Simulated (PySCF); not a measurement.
PySCF 2.14 output of an unrestricted TPSS calculation on a single atom or ion in def2-SVP with the def2 core potential (28 electrons) (4s3p2d, 23 functions), with scalar relativity through the core potential:

```
SCF conv_tol = 1e-09
number electrons alpha = 5  beta = 4
    J. Tao, J. P. Perdew, V. N. Staroverov, and G. E. Scuseria.,  Phys. Rev. Lett. 91, 146401 (2003)
    J. P. Perdew, J. Tao, V. N. Staroverov, and G. E. Scuseria.,  J. Chem. Phys. 120, 6898 (2004)
    J. Tao, J. P. Perdew, V. N. Staroverov, and G. E. Scuseria.,  Phys. Rev. Lett. 91, 146401 (2003)
    J. P. Perdew, J. Tao, V. N. Staroverov, and G. E. Scuseria.,  J. Chem. Phys. 120, 6898 (2004)
cycle= 1 E= -30.4622390569757  delta_E= -0.000714  |g|= 0.00413  |ddm|= 0.31
cycle= 2 E= -30.4622516859493  delta_E= -1.26e-05  |g|= 0.000975  |ddm|= 0.0111
cycle= 3 E= -30.4622524984712  delta_E= -8.13e-07  |g|= 2.79e-05  |ddm|= 0.0052
cycle= 4 E= -30.4622524992813  delta_E= -8.1e-10  |g|= 4.12e-07  |ddm|= 0.000202
converged SCF energy = -30.4622524992813  <S^2> = 0.75011635  2S+1 = 2.0001163
```

The run itself started from symmetry-adapted Hartree-Fock orbitals and held the occupation by maximum overlap, on a logarithmic radial grid, so the iterations belong to that start.

Task: Which element, charge and spin multiplicity is this?

Result: Sr⁺ (strontium, charge +1), multiplicity 2; the state was [Kr] 5s1, 2S determinant.

Energies and moments cover only the electrons outside the core potential.
